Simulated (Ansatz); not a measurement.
Mulliken charges of CH₃ClFOV (`[CH3][V](=[O])([F])[Cl]`) from PBE/def2-TZVPP in Ansatz (PBE0-D4/def2-TZVP geometry).

```tsv
atom	x (Å)	y (Å)	z (Å)	charge (e)
C1	-0.862	-0.197	0.548	-0.443
V2	0.790	0.070	-0.526	0.903
O3	1.800	-0.881	0.157	-0.364
F4	0.431	-0.431	-2.135	-0.298
Cl5	1.358	2.120	-0.272	-0.211
H6	-1.146	-1.248	0.454	0.136
H7	-0.652	0.048	1.590	0.140
H8	-1.627	0.461	0.128	0.138
```

Task: By hand: the dipole of these point charges (1 e Å = 4.8032 D).

Result: Σ q r = (-0.447, 0.053, 0.221) e Å, of length 0.501 e Å = 2.41 D.

Task: How does the dipole of the full density compare? (Best estimate.)

Result: Computed: (-0.341, 0.044, 0.154) e Å, 1.81 D; the point charges give 1.33 times that, at 2° from its direction.

Point charges leave out the atoms' own dipoles, such as those of lone pairs, and Mulliken's split depends on the basis, so the two needn't agree.
